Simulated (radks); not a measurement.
Results of a calculation; reference values are marked as such.
How relativity changes the ionisation of the potassium ion K7+ ([Ne] 3s2) to K8+ ([Ne] 3s1). Spin-unpolarised spherical Kohn-Sham, PBE, point nucleus unless stated (finite: rms radius 3.4349 fm), a radial shooting solver on a logarithmic mesh with Libxc functionals. A level marked "c x" has the speed of light scaled by that factor.

\begin{tabular}{lrrrrr}
level & E(K7+) (hartree) & E(K8+) (hartree) & IE (eV) & HOMO & <r> HOMO (bohr) \\ \hline
non-rel. & -583.48102 & -577.77786 & 155.19 & 3s & 1.089 \\
scalar-rel. & -585.85596 & -580.13002 & 155.81 & 3s & 1.084 \\
scalar-rel., finite nucleus & -585.85508 & -580.12914 & 155.81 & 3s & 1.084 \\
Dirac & -585.85890 & -580.13298 & 155.81 & 3s1/2 & 1.084 \\
Dirac, finite nucleus & -585.85803 & -580.13210 & 155.81 & 3s1/2 & 1.084 \\
Dirac, c x 0.85 & -586.78428 & -581.04950 & 156.05 & 3s1/2 & 1.082 \\
Dirac, c x 1.5 & -584.53232 & -578.81909 & 155.46 & 3s1/2 & 1.087 \\
Dirac, c x 3 & -583.74302 & -578.03735 & 155.26 & 3s1/2 & 1.088 \\
\end{tabular}

NIST Atomic Spectra Database: 154.87 eV (semi-empirical). The relativistic part of the total energy of K7+ is -2.377 hartree (Dirac, finite nucleus), 0.41 % of the non-relativistic value. Spin polarisation and multiplet splitting of open shells are left out at every level.

Beside tabulated values, note that spin-unpolarised runs miss the spin-polarisation part of the exchange energy of open shells.
